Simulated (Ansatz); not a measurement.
Species: sum formula SiH3Br, charge 0, multiplicity 1. SMILES: [SiH3]Br
Geometry: optimised at B3LYP-D3(BJ)/def2-TZVP (Ansatz, an electronic-structure program).

Quantity: vertical triplet-singlet gap (E(triplet) - E(singlet); each state is the SCF solution reached for its spin; the molecule has degenerate orbitals, so one determinant may break the symmetry), in kcal/mol. Cores are frozen in the correlated levels unless marked. UHF or UKS for open shells. No spin-orbit coupling. Frozen are the shells of the preceding noble gas and the d and f shells that filled before the atom's block. No relativistic terms. CBS(X,Y): correlation extrapolated as X^-3; Hartree-Fock from the larger set.

```tsv
level	program	vertical triplet-singlet gap (kcal/mol)
PBE0/def2-TZVPD	Ansatz	143.1
CAM-B3LYP/def2-TZVPD	Ansatz	?
wB97M-V/def2-TZVPD	Ansatz	149.7
wB97X-V/def2-TZVPD	Ansatz	?
SCS-MP2/def2-TZVPPD	Ansatz	157.8
CCSD/def2-TZVPPD	Ansatz	152.0
CCSD(T)/CBS(def2-TZVPPD,def2-QZVPPD)	Ansatz	?
```

Question: What belongs in the gaps?

Answer: 
- CAM-B3LYP/def2-TZVPD, vertical triplet-singlet gap (kcal/mol): 148.3
- wB97X-V/def2-TZVPD, vertical triplet-singlet gap (kcal/mol): 153.4
- CCSD(T)/CBS(def2-TZVPPD,def2-QZVPPD), vertical triplet-singlet gap (kcal/mol): 153.0
